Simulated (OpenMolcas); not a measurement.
Pd2+ (d8) among equal point charges was computed by CASSCF with the d shell active (OpenMolcas, ANO-RCC-VDZP on the metal). Its lowest spin-free states, and all those of the highest spin:

```
2S+1  Degeneracy  E (cm-1)
   3           1       0.0
   3           3      7720
   3           3     13114
   1           2     14808
   1           3     21483
   1           1     23704
   3           3     24134
   1           3     26280
   1           2     31491
   1           3     31918
   1           1     56732
```

Question: Is the site octahedral, tetrahedral or cube-like, axial, or of lower symmetry?

Answer: The states with 2S+1 = 3 have orbital degeneracies 1, 3, 3, 3. Threefold states need a cubic site. For d8 at this spin an octahedron puts the single A2 below the threefold T2 and a tetrahedron or cube puts the threefold T1 below the threefold T2, so the site is octahedral. The first gap at this spin, 7720 cm-1, is |10Dq| in ligand-field theory. The run had Pd2+ among 6 point charges of -1.7 e arranged as an octahedron (Oh), 2.05 Å from the ion.

Without dynamic correlation the repulsion within the d shell is too large (B by tens of per cent), so at a given field states of lower spin stand too high. Real 4d8 and 5d8 ions are as a rule square planar and diamagnetic. Point charges carry no covalency, so the field is a model and not that of real ligands. No measured value stands beside these numbers.
